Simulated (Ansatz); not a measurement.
Geometry optimisation, RKS r2SCANh-D4/6-31G* in Ansatz 0.2.0.

The input (input.yaml):

```yaml
crystal:
  periodic: [false, false, false]
  atoms:
    - { symbol: C, position_ang: [-1.5995, 0.0907, -0.3021] }
    - { symbol: C, position_ang: [-0.3834, -0.6574, -0.6199] }
    - { symbol: Cl, position_ang: [0.2466, -0.109, -2.2131] }
    - { symbol: Si, position_ang: [1.0611, -0.5103, 0.6482] }
    - { symbol: "N", position_ang: [1.6767, 1.0273, 0.7334] }
    - { symbol: H, position_ang: [-1.4529, 1.2273, -0.2336] }
    - { symbol: H, position_ang: [-2.0691, -0.1886, 0.6357] }
    - { symbol: H, position_ang: [-2.3591, 0.0068, -1.1064] }
    - { symbol: H, position_ang: [-0.6395, -1.6927, -0.7018] }
    - { symbol: H, position_ang: [2.0978, -1.4483, 0.365] }
    - { symbol: H, position_ang: [0.4446, -0.8247, 2.0191] }
    - { symbol: H, position_ang: [2.0889, 1.2894, -0.138] }
    - { symbol: H, position_ang: [0.9083, 1.7546, 0.9283] }
basis:
  gaussian: { orbitals: "6-31G*" }
hamiltonian:
  xc: r2scanh
  dispersion: d4
relax:
  f_tol: 0.015
  max_steps: 40
```

Run as:

```bash
$ ansatz run input.yaml --threads 2 --pin off --max-ram 3072MiB --backend cpu --events-out ev --progress --plain --runs-dir out
```

Problem. Where does it end, and by what steps?

Solution. The forces met the threshold. The force dipped under the threshold on the way, but the program's further checks kept it going. After 11 steps the energy has fallen by 0.464 eV; H13 moved furthest, 0.41 Å.

```csv
step,energy less start (eV),largest force component (eV/Å),accepted
0,0.0000,3.377,yes
1,-0.3707,1.511,yes
2,-0.4461,0.324,yes
3,-0.4550,0.183,yes
4,-0.4591,0.285,yes
5,-0.4618,0.190,yes
6,-0.4344,0.687,no
7,-0.4633,0.048,yes
8,-0.4325,0.639,no
9,-0.4640,0.009,yes
10,-0.4641,0.019,yes
11,-0.4642,0.005,yes
```

```xyz
13
Properties=species:S:1:pos:R:3
C -1.645 0.120 -0.338
C -0.420 -0.732 -0.616
Cl 0.269 -0.295 -2.255
Si 0.997 -0.495 0.635
N 1.637 1.100 0.697
H -1.379 1.179 -0.272
H -2.087 -0.185 0.618
H -2.403 0.005 -1.119
H -0.697 -1.787 -0.703
H 2.065 -1.457 0.268
H 0.444 -0.795 1.984
H 2.071 1.497 -0.125
H 1.169 1.811 1.240
```

Whether the end is a true minimum wasn't checked by a vibrational analysis.

Run time: 51 s on 2 threads of AMD EPYC 7B13 (Zen 3), on a shared host, peak memory 0.27 GiB.
